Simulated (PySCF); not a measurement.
## Electric field gradients and quadrupole coupling constants

C5H9N3.
Atom-mapped SMILES: `[CH3:1][CH:2]([CH3:3])[n:4]1[cH:5][cH:6][n:7][n:8]1` (hydrogens: H9, H10, H11 on C1; H12 on C2; H13, H14, H15 on C3; H16 on C5; H17 on C6)

Structure used (GFN2-xTB), in Å, numbered top down from 1:
```xyz
17
C5H9N3 angstrom
C     -1.3332   -0.8712    1.0608
C     -0.7798    0.2774    0.2208
C     -1.4945    0.3790   -1.1249
N      0.6307    0.0608   -0.0081
C      1.6748    0.8455    0.3350
C      2.7767    0.1625   -0.1259
N      2.3465   -0.9707   -0.7099
N      1.0713   -1.0224   -0.6351
H     -0.8215   -0.9246    2.0193
H     -1.1834   -1.8097    0.5337
H     -2.3950   -0.7259    1.2390
H     -0.8755    1.2221    0.7692
H     -1.0990    1.2084   -1.7075
H     -2.5588    0.5344   -0.9723
H     -1.3438   -0.5410   -1.6835
H      1.5619    1.7757    0.8508
H      3.8156    0.4120   -0.0714
```

Field gradients from the PBE0/pcSseg-1 density (PySCF, non-relativistic), principal values in atomic units, ordered |Vxx| ≤ |Vyy| ≤ |Vzz|:

```json
{"atom": "N4", "Vxx": "0.1559", "Vyy": "0.3888", "Vzz": "-0.5447"}
{"atom": "N7", "Vxx": "0.5358", "Vyy": "0.5793", "Vzz": "-1.1151"}
{"atom": "N8", "Vxx": "0.1730", "Vyy": "0.8481", "Vzz": "-1.0211"}
```

**Question.** Find the asymmetry η = (Vxx − Vyy)/Vzz and the couplings χ = eQV/h (234.96 MHz × Q in barn × V in au), with Q(14N) = 0.02044 b.

**Answer.** 
```csv
atom,environment,nucleus,η,χzz (MHz),χxx (MHz),χyy (MHz)
N4,pyrrole-type nitrogen,14N,0.43,-2.616,0.749,1.867
N7,pyridine-type nitrogen,14N,0.04,-5.36,2.57,2.78
N8,pyridine-type nitrogen,14N,0.66,-4.904,0.831,4.073
```

The gradient is axial or nearly so (η below 0.05) at N7. The tensor is traceless: Vxx + Vyy + Vzz = 0.

**Question.** What is Vzz at N4 in SI units (1 au = 9.71736 × 10²¹ V/m²)?

**Answer.** -0.5447 au = -5.293 × 10²¹ V/m².

**Question.** What couplings would deuterons (Q(2H) = 0.00286 b) have in place of the hydrogens, at this geometry?

**Answer.** 
```
atom  bonded to  bond length (Å)  Vzz (au)     η  χzz (kHz)
  H9         C1            1.088    0.3130  0.03        210
 H10         C1            1.087    0.3095  0.03        208
 H11         C1            1.086    0.3165  0.03        213
 H12         C2            1.097    0.2863  0.07        192
 H13         C3            1.088    0.3127  0.03        210
 H14         C3            1.086    0.3166  0.03        213
 H15         C3            1.087    0.3095  0.03        208
 H16         C5            1.070    0.3484  0.09        234
 H17         C6            1.070    0.3481  0.07        234
```

One conformer (not necessarily the lowest) at the GFN2-xTB geometry, without solvent, vibrations or thermal averaging. GFN2-xTB bond lengths can be off by several hundredths of an ångström, more for odd bonds, and the gradients follow them. With so small a basis the couplings can be 20 % off.

The run behind these numbers computed NMR shieldings as well. Time: 32 s wall (with the writing of density and orbital grids); peak memory 0.82 GiB. Hardware: one thread, Arm Neoverse V1 (aarch64), no GPU, shared host with 32 logical CPUs at a one-minute load of 20.
